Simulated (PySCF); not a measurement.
A structure optimised at ωB97X-D3(BJ)/def2-SVP, used in a PySCF frequency run:

```
C
H 1 1.1027
H 1 1.1027 2 106.84
C 1 1.5329 2 111.54 3 122.13
H 4 1.1009 1 110.88 2 -180.00
H 4 1.1009 5 107.54 1 121.37
H 4 1.1010 5 108.10 6 116.49
Ge 1 1.9273 2 107.87 3 -115.75
F 8 1.7385 1 107.92 2 -178.37
F 8 1.7385 9 103.99 5 -90.65
H 8 1.5287 9 107.40 10 -113.64
```
Charge 0, spin multiplicity 1.

Question: Write its SMILES, formula and point group.

Answer: C[CH2][GeH]([F])[F], C2H6F2Ge, Cs

Question: What are its rotational constants (standard atomic weights)?

Answer: 4.2461, 2.5776, 2.2362 GHz
